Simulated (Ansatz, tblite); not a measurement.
Cost and result up the ladder for the cluster K4H4 (8 atoms). The state is a singlet with charge 0. Geometry: r2SCAN-D4/def2-SVP.

```xyz
8

K     0.138   -0.259   -2.300
K     0.591    2.168    0.570
K    -2.172   -0.418    0.696
K     1.444   -1.491    1.034
H     2.104    0.404   -0.674
H    -0.572   -2.100   -0.552
H    -1.398    1.444   -1.002
H    -0.134    0.251    2.227
```

Ansatz on 4 threads of Arm Neoverse V2 on a shared host; xTB runs through tblite on one thread. Times are rough, summed over both states, and most runs start from the orbitals of an earlier one. B2PLYP/def2-TZVP serves as the yardstick here, not as an exact answer. The other state is a quintet at its own geometry, which has other bonds, so the gap mixes isomer and spin.

The xTB rows come from tblite. HSE06 is defined as in plane-wave codes, on full-range PBE exchange. Correlated methods freeze 20 core orbitals; core or outer-core shells of K are correlated, in sets that lack core-valence functions. In the quintet geometry the species has come apart into loosely held pieces. In the quintet, H5 and H7 lie 0.77 Å apart, H6 and H8 lie 0.77 Å apart (atoms count from 1), so H2 has formed as a molecule. At PBE0-D4/def2-TZVP a singlet of charge 0 lies 1.22 eV below the quintet, each at its own geometry. The structure comes from a short search, and lower isomers may exist.

Run but left out: GFN1-xTB (tight binding far off the other levels).

Correlated methods converge slowly with the basis.

xTB has no spin-polarisation term.

| level | functions | wall time |
| --- | --- | --- |
| GFN2-xTB | 20 | 0.004 s |
| MP2/def2-TZVP | 156 | 6.5 s |
| BLYP-D4/def2-TZVP | 156 | 7.3 s |
| PBE-D4/def2-TZVP | 156 | 8.6 s |
| HSE06-D4/def2-TZVP | 156 | 11 s |
| PBE0-D4/def2-TZVP | 156 | 11 s |
| RPA@PBE/def2-TZVP | 156 | 12 s |
| B2PLYP/def2-TZVP | 156 | 14 s |
| r2SCAN-D4/def2-TZVP | 156 | 19 s |
| r2SCANh-D4/def2-TZVP | 156 | 21 s |
| ωB97M-V/def2-TZVP (with forces) | 156 | 43 s |

(1) Estimate what each level gives for the quintet − singlet (eV).

Answers

(1) 
```json
{"level": "GFN2-xTB", "quintet − singlet (eV)": "6.94", "difference from B2PLYP/def2-TZVP (eV)": "4.62"}
{"level": "MP2/def2-TZVP", "quintet − singlet (eV)": "1.76", "difference from B2PLYP/def2-TZVP (eV)": "-0.56"}
{"level": "BLYP-D4/def2-TZVP", "quintet − singlet (eV)": "0.08", "difference from B2PLYP/def2-TZVP (eV)": "-2.24"}
{"level": "PBE-D4/def2-TZVP", "quintet − singlet (eV)": "1.05", "difference from B2PLYP/def2-TZVP (eV)": "-1.27"}
{"level": "HSE06-D4/def2-TZVP", "quintet − singlet (eV)": "1.16", "difference from B2PLYP/def2-TZVP (eV)": "-1.16"}
{"level": "PBE0-D4/def2-TZVP", "quintet − singlet (eV)": "1.22", "difference from B2PLYP/def2-TZVP (eV)": "-1.10"}
{"level": "RPA@PBE/def2-TZVP", "quintet − singlet (eV)": "1.54", "difference from B2PLYP/def2-TZVP (eV)": "-0.78"}
{"level": "B2PLYP/def2-TZVP", "quintet − singlet (eV)": "2.32", "difference from B2PLYP/def2-TZVP (eV)": "0.00"}
{"level": "r2SCAN-D4/def2-TZVP", "quintet − singlet (eV)": "2.23", "difference from B2PLYP/def2-TZVP (eV)": "-0.09"}
{"level": "r2SCANh-D4/def2-TZVP", "quintet − singlet (eV)": "2.16", "difference from B2PLYP/def2-TZVP (eV)": "-0.16"}
{"level": "ωB97M-V/def2-TZVP (with forces)", "quintet − singlet (eV)": "3.51", "difference from B2PLYP/def2-TZVP (eV)": "1.19"}
```
